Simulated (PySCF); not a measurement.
**Electronic structure of Mg (magnesium, neutral) at the UHF level**

Configuration: [Ne] 3p2, high-spin 3P determinant (an excited configuration). Computed with PySCF 2.14 in aug-cc-pVDZ, with no relativity, point nucleus.

```
Total energy                                                  : -199.377301 hartree
One-electron energy                                           : -277.6821 hartree
Hartree (Coulomb) energy                                      : 94.2511 hartree
Exchange energy                                               : -15.9463 hartree
Kinetic energy                                                : 199.34622 hartree
⟨S²⟩                                                          : 2.0000
⟨L²⟩                                                          : 2.000
Sum of ⟨r⟩                                                    : 13.97 bohr
Sum of ⟨r²⟩                                                   : 44.49 bohr²
Traceless quadrupole moment −½Σ⟨3z² − r²⟩ along its main axis : 7.95 e·bohr²
Density at the nucleus (Gaussians lack the cusp)              : 1060 bohr⁻³
Spin density at the nucleus                                   : -0.0164 bohr⁻³
Langevin diamagnetic susceptibility                           : -35.2 ×10⁻⁶ cm³/mol
```

| shell | electrons | mean orbital energy (eV) | spread (eV) | rms radius, mean of both spins (bohr) |
| --- | --- | --- | --- | --- |
| 1s α | 1 | -1338.3 | 0 | 0.152 |
| 1s β | 1 | -1338.2 | 0 | 0.152 |
| 2s α | 1 | -106.26 | 0 | 0.756 |
| 2s β | 1 | -106.13 | 0 | 0.756 |
| 2p α | 3 | -66.131 | 0.097 | 0.771 |
| 2p β | 3 | -65.894 | 0.183 | 0.771 |
| 3p α | 2 | -4.834 | 0 | 4.46 |

Spin-orbit constants ζ (cm⁻¹) from the X2C one-electron operator on these orbitals (non-relativistic here): bare nucleus, nucleus screened by l(l+1)(2l+1)/3 electrons, and screened by the Breit-Pauli mean field of the electrons.

```
shell   bare  screened nucleus  mean field
   2p   1730              1442        1309
   3p  39.97             33.30       29.37
```

To first order the Landé constant is A = 14.69 cm⁻¹, so the lowest level has J = 0 and lies 0.00364 eV below the centre of the term. This holds in LS coupling only.
